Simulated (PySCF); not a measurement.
## MOF across the fifth-period p block

Level: PBE0, basis family def2-TZVP, scalar-relativistic core potentials from Rb on and no relativity for lighter atoms.

Each entry is the lowest minimum that a search over a few typed start shapes (and spin states, where more than one is plausible) found, or that minimum re-optimised at the stated level; isomers with ligand–ligand bonds, or fragments after loss of a ligand pair, can lie lower. Open shells are unrestricted; no spin–orbit coupling; PySCF with density fitting.

| molecule | 2S+1 | point group | mean bond to the central atom (Å) | atomisation (kJ/mol) | lowest ω (cm⁻¹) | distinct angles (°) | polar-tensor charge of the central atom |
| --- | --- | --- | --- | --- | --- | --- | --- |
| InOF | ? | ? | ? | ? | ? | ? | ? |
| SbOF | 1 | Cs | 1.852 | 837 | 242 | 103 | 1.24 |
| IOF | 1 | Cs | 1.854 | 476 | 220 | 104 | 1.03 |

Problem. Fill in the row of InOF.

Solution. 2S+1: 1; point group: C∞v; mean bond to the central atom (Å): 1.863; atomisation (kJ/mol): 710; lowest ω (cm⁻¹): 152; distinct angles (°): 180; polar-tensor charge of the central atom: 1.19.

Left out of the table are members whose search was unfinished or whose lowest solution was spin-contaminated, unstable, very soft or bonded differently.
